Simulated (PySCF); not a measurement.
Input of a run (PBE0-D3(BJ)/def2-SVP geometry optimisation, gas phase (PySCF 2.14.0)), started from GFN2-xTB:
```
{"job": {"xc": "PBE0", "basis": "def2-SVP", "d3": "d3bj", "grid": 1, "shake": 0.01, "kind": "geom"}, "charge": 0, "multiplicity": 1}
C     -1.786360     0.540520     0.282700
Si    -0.937390    -1.052100    -0.201450
Se     0.995560    -0.583980    -1.348040
Si     2.334110     0.372390     0.278200
H     -1.214940     1.140470     0.968070
H     -2.769220     0.367150     0.742230
H     -1.975490     1.183150    -0.596550
H     -0.543000    -1.812360     0.983200
H     -1.702770    -1.834750    -1.132250
H      3.585340     0.581910    -0.348490
H      1.670280     1.620770     0.710410
H      2.383600    -0.551450     1.417670
```

Output (energies in Eh, forces in Eh/bohr):
```
step   0  E = -3022.42277268  max force = 0.042225
step   1  E = -3022.42926159  max force = 0.010837
step   2  E = -3022.43027893  max force = 0.002248
step   3  E = -3022.43033509  max force = 0.000257
step   4  E = -3022.43034006  max force = 0.000248
optimisation converged
```

Problem. Summarise the run.

Solution. The energy falls by 4.7 kcal/mol over 5 energy and gradient evaluations, the largest force component goes from 0.0422 to 2.5e-04 Eh/bohr, and the atoms move by 0.077 Å rms after alignment. The bond that changes most is Si4–H10 (SiH3 silicon to Si–H hydrogen), which lengthens by 0.076 Å. Bonds longer at the end by more than 0.005 Å: 7 of 11; shorter: 2. Among the angles that change most is Si2–Se3–Si4, from 102.7° to 96.3°. The energy never rose by more than 1e-6 Eh on the way. The first step brought 86 % of the lowering.

Problem. What are the final bond lengths?

Solution. C1–Si2 1.874 Å, Si2–Se3 2.295 Å, Se3–Si4 2.281 Å, C1–H5 1.100 Å, C1–H6 1.102 Å, C1–H7 1.100 Å, Si2–H8 1.495 Å, Si2–H9 1.493 Å, Si4–H10 1.491 Å, Si4–H11 1.494 Å, Si4–H12 1.494 Å. Numbering counts from 1 in the input's order; the species is `C[SiH2][Se][SiH3]`.

The run used 122 basis functions and 30 SCF cycles in all. Time: 26 s wall; peak memory 0.52 GiB. Hardware: one thread, Arm Neoverse V2 (aarch64) (shared host).

No frequency check. One conformer, not necessarily the lowest.

Shape of the structure used: `[CH3:1][SiH2:2][Se:3][SiH3:4]`: C1–Si2–Se3–Si4 67°.
